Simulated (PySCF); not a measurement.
Vertical excitations of a molecule C4H6ClF from PySCF with TDDFT-CAM-B3LYP/def2-SVPD, as energy in eV (oscillator strength): 6.70 (0.230), 6.75 (0.070), 7.29 (0.014), 7.34 (0.013), 7.92 (0.012), 8.04 (0.008), 8.17 (0.000), 8.42 (0.038), 8.57 (0.035), 8.62 (0.000). Lowest triplet (TDA): 4.09 eV. The structure is a stationary point at TPSSh-D3(BJ)/def2-SVP. One conformer was computed; it need not be the lowest.

Task: Identify the compound among the candidates.
(A) CC(C)=C(F)Cl
(B) C[C@@H](F)/C=C\Cl
(C) C/C(F)=C(\C)Cl
(D) C[C@H]1C[C@]1(F)Cl

Result: B, C[C@@H](F)/C=C\Cl
